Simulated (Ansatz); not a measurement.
Species: SiHF, charge 1, doublet. SiHF+ (parent SMILES F[SiH], doublet).
B3LYP-D3(BJ)/def2-TZVP minimum from Ansatz (a first-principles code):
```xyz
3

Si    -0.2631    -0.3345     0.3603
H     -1.0759    -1.3298    -0.4510
F      0.5288     0.6681    -0.5104
```
Charge +1, spin multiplicity 2.

Total energies in cc-pV(D+d)Z, 11 correlated electrons, 6 frozen orbitals. UHF or UKS for unpaired electrons; spin-orbit terms are left out. Cores are frozen in correlated methods. No relativity. The spin of HFSi+ (parent SMILES F[SiH], doublet) was assumed, and the state is the lowest solution found for it.

| method | program | energy (Eh) | minus CCSDTQ (mEh) |
|---|---|---|---|
| HF | Ansatz | -388.64141 | 268.95 |
| MP2 | Ansatz | -388.89021 | 20.16 |
| CCSD | Ansatz | -388.90370 | 6.66 |
| CCSD(T) | Ansatz | -388.90922 | 1.14 |
| CCSDT(Q) | Ansatz | -388.91044 | -0.08 |
| CCSDTQ | Ansatz | -388.91036 | 0.00 |

Rough core times of Ansatz's runs on a shared machine: CCSD(T) under 20 s, CCSDT(Q) under 20 s, CCSDTQ 20 min.
